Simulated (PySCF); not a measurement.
C₇H₇N₃O, SMILES Cn1cccc1-c1nnco1.

Coordinates come from a r2SCAN-D4/def2-SVP optimisation. One conformer was computed; it need not be the lowest.

Computed with PySCF with PBE/def2-SVP.

```json
{
 "total_energy": "-509.43741 hartree",
 "point_group": "Cs",
 "highest_occupied_level": "-5.25 eV",
 "lowest_empty_level": "-1.75 eV",
 "orbital_gap": "3.51 eV",
 "dipole_moment": "0.443 e·Å",
 "quadrupole, principal values (traceless, Buckingham form, about the centre of nuclear charge)": "-13.98, -5.32, 19.30 D·Å",
 "mean_static_polarisability": "98.5 bohr³ (14.60 Å³)",
 "polarisability_principal_values": "47.4, 98.1, 150.1 bohr³"
}
```
